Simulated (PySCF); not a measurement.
A calculated (LDA, PySCF 2.14, aug-cc-pwCVTZ-DK3, the spin-free X2C one-electron Hamiltonian (Gaussian nucleus)) atom or ion has these occupied shells.

| shell | electrons | orbital energy (eV) | rms radius, mean of both spins (bohr) |
| --- | --- | --- | --- |
| 1s β | 1 | -27666.5 | 0.0343 |
| 1s α | 1 | -27666.5 | 0.0343 |
| 2s β | 1 | -4146.5 | 0.139 |
| 2s α | 1 | -4146.5 | 0.139 |
| 2p α | 3 | -3727.3 | 0.124 |
| 2p β | 3 | -3727.3 | 0.124 |
| 3s β | 1 | -787.84 | 0.373 |
| 3s α | 1 | -787.84 | 0.373 |
| 3p β | 3 | -650.16 | 0.374 |
| 3p α | 3 | -650.16 | 0.374 |
| 3d β | 5 | -434.56 | 0.354 |
| 3d α | 5 | -434.56 | 0.354 |
| 4s β | 1 | -120.94 | 0.903 |
| 4s α | 1 | -120.93 | 0.903 |
| 4p β | 3 | -79.699 | 0.986 |
| 4p α | 3 | -79.678 | 0.986 |
| 4d β | 5 | -20.331 | 1.29 |
| 4d α | 5 | -20.294 | 1.29 |
| 5s β | 1 | -9.282 | 2.69 |
| 5p α | 2 | -3.570 | 3.79 |

(1) Name the element and its charge.

## Answers

(1) In (indium, neutral), in [Kr] 4d10 5s1 5p2, 5s spin antiparallel (an excited configuration).
